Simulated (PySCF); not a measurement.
An unknown is described by computed data only.

Formula: C13H12.

* Triplet: lowest triplet excitation (Tamm–Dancoff): 3.49 eV [TDA PBE0/def2-SVPD]
* UV, first state: lowest singlet excitation: 4.89 eV (254 nm, f = 0.546) [TDDFT PBE0/def2-SVPD]
* 13C NMR: chemical shifts (computed TMS as zero) by class: 145.6 (1 C), 142.9 (1 C), 139.9 (1 C), 132.6 (2 C), 131.8 (2 C), 130.3 (2 C), 130.3 (2 C), 130.0 (1 C), 23.8 (1 C) ppm [GIAO PBE/pcSseg-1]
* Rotational structure: rotational constants A, B, C: 2.823, 0.397, 0.358 GHz [PBE0-D3(BJ)/def2-SVP]
* Polarisability: 157.1 au [PBE0/def2-SVPD]
* Dipole: 0.54 D [PBE0/def2-SVPD]
* 1H NMR: chemical shifts (computed TMS as zero) by class: 7.47 (2 H), 7.42 (2 H), 7.41 (2 H), 7.30 (1 H), 7.25 (2 H), 2.40 (3 H) ppm [GIAO PBE/pcSseg-1]
* Couplings: largest of the computed one-bond spin–spin couplings (means over like bonds): 13C–1H +167.3, 13C–1H +166.1 (×2), 13C–1H +165.4 (×2), 13C–1H +164.8 (×2), 13C–1H +163.4 (×2), 13C–1H +132.9 (×3) Hz [B3LYP/pcJ-1, spin–dipole term left out]

Electronic properties: PySCF, gas phase, density fitting. Levels stand in brackets. NMR shifts are as computed; neighbouring signals can stand in another order in a measured spectrum. One conformer (not necessarily the lowest) at the PBE0-D3(BJ)/def2-SVP geometry, without solvent, vibrations or thermal averaging. NMR classes are plain means over equivalent atoms (diastereotopic ones count apart unless rotation or inversion swaps them), as if these changed places fast.

Question: Propose a structure and show how it fits.

Answer: Numbering: `[CH3:1][c:2]1[cH:3][cH:4][c:5](-[c:6]2[cH:7][cH:8][cH:9][cH:10][cH:11]2)[cH:12][cH:13]1`. Its formula, C13H12, gives 8 degrees of unsaturation: 2 rings and 6 π bonds in the structure found (Kekulé form). 13 carbons fall into 9 classes; from least to most shielded: substituted aromatic carbon [C6] (145.6 ppm), substituted aromatic carbon [C5] (142.9 ppm), substituted aromatic carbon [C2] (139.9 ppm), aromatic CH carbon [C3/C13] (132.6 ppm, 2 C), aromatic CH carbon [C8/C10] (131.8 ppm, 2 C), aromatic CH carbon [C4/C12] (130.3 ppm, 2 C), aromatic CH carbon [C7/C11] (130.3 ppm, 2 C), aromatic CH carbon [C9] (130.0 ppm), benzylic-type carbon [C1] (23.8 ppm). Hydrogen classes from least to most shielded: 2 H on the ortho carbons, C7/C11 (7.47 ppm), 2 H on the meta carbons, C8/C10 (7.42 ppm), 2 H on 2 aromatic CH carbons, C4/C12 (7.41 ppm), 1 H on the para carbon, C9 (7.30 ppm), 2 H on 2 aromatic CH carbons, C3/C13 (7.25 ppm), 3 H on a benzylic-type carbon, C1 (2.40 ppm, a mean of values up to 0.5 ppm apart in this geometry). The couplings run between: +167.3 Hz, aromatic CH carbon [C9] and its hydrogen; +166.1 Hz, aromatic CH carbon [C8] and its hydrogen (with 1 like pair); +165.4 Hz, aromatic CH carbon [C7] and its hydrogen (with 1 like pair); +164.8 Hz, aromatic CH carbon [C4] and its hydrogen (with 1 like pair); +163.4 Hz, aromatic CH carbon [C3] and its hydrogen (with 1 like pair); +132.9 Hz, benzylic-type carbon [C1] and its hydrogen (with 2 like pairs). By its constants the optimised geometry is an asymmetric top. Structure: `Cc1ccc(-c2ccccc2)cc1` (4-methylbiphenyl). Computed isomers that give other values at the same levels: `Cc1ccccc1-c1ccccc1` (13C chemical shifts (computed TMS as zero) by class: 147.3 (1 C), 146.6 (1 C), 138.5 (1 C), 133.5 (1 C), 133.0 (1 C), 132.8 (2 C), 131.0 (2 C), 130.3 (1 C), 129.9 (1 C), 129.1 (1 C), 24.3 (1 C) ppm); `C=C(C)c1ccc2ccccc2c1` (13C chemical shifts (computed TMS as zero) by class: 152.8 (1 C), 143.4 (1 C), 134.3 (1 C), 134.1 (1 C), 132.1 (1 C), 131.2 (1 C), 131.1 (1 C), 129.4 (1 C), 129.0 (1 C), 128.4 (1 C), 126.3 (1 C), 118.5 (1 C), 24.7 (1 C) ppm); `C#C[C@@]1(C)C[C@@]12C=CC=C2C#CC` (13C chemical shifts (computed TMS as zero) by class: 147.7 (1 C), 144.9 (1 C), 135.0 (1 C), 132.8 (1 C), 103.8 (1 C), 91.8 (1 C), 85.4 (1 C), 70.0 (1 C), 55.7 (1 C), 35.0 (1 C), 32.2 (1 C), 21.8 (1 C), 6.6 (1 C) ppm). The assignments are read from this structure; whether some other isomer fits the data as well wasn't checked.

Shape of the structure used: `[CH3:1][c:2]1[cH:3][cH:4][c:5](-[c:6]2[cH:7][cH:8][cH:9][cH:10][cH:11]2)[cH:12][cH:13]1`: C4–C5–C6–C7 -143°.
